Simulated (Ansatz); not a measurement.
Ansatz (a program for electronic structure) input (CCSD(T)/aug-cc-pV(D+d)Z):
A basis named .json is the Basis Set Exchange file of that set.

Ansatz 0.2 input:
```yaml
crystal:
  periodic: [false, false, false]
  atoms:
    - {symbol: Si, position_ang: [-0.01014766, 0.01439914, 0.63311610]}
    - {symbol: F, position_ang: [1.06775889, -0.71365869, -0.45945974]}
    - {symbol: F, position_ang: [-1.05197364, 0.69126002, -0.52538753]}
basis:
  gaussian:
    orbitals: aug-cc-pV_D+d_Z.json
total_charge: -1
magnetization: {spin_polarized: true, initial_magnetization: 1}
correlation: {method: ccsd_t, electrons: outside_noble_gas}
output: {forces: true}
```

End of the output:

```
cycle   3  -14.01824952 eV  change    3.4e-5 eV  update   6.3e-4
cycle   4  -14.01854139 eV  change   -2.9e-4 eV  update   1.8e-4
cycle   5  -14.01872687 eV  change   -1.9e-4 eV  update   7.5e-5
cycle   6  -14.01877564 eV  change   -4.9e-5 eV  update   3.0e-5
cycle   7  -14.01879196 eV  change   -1.6e-5 eV  update   1.7e-5
cycle   8  -14.01877620 eV  change    1.6e-5 eV  update   7.3e-6
cycle   9  -14.01876369 eV  change    1.3e-5 eV  update   2.3e-6
cycle  10  -14.01876424 eV  change   -5.5e-7 eV  update   8.6e-7
perturbative correction -0.37526390 eV, -0.0137906941 hartree
the calculation of the forces begins
Total energy: -13291.85372541 eV, -488.4666148667 hartree
Atom 0 at    -0.010148     0.014399     0.633116 Å, force    -0.010870     0.015425     0.678215 eV/Å
Atom 1 at     1.067759    -0.713659    -0.459460 Å, force     0.264431    -0.179370    -0.331052 eV/Å
Atom 2 at    -1.051974     0.691260    -0.525388 Å, force    -0.253561     0.163945    -0.347163 eV/Å
Dipole moment:     0.005146    -0.007302    -0.321063 e Å
```
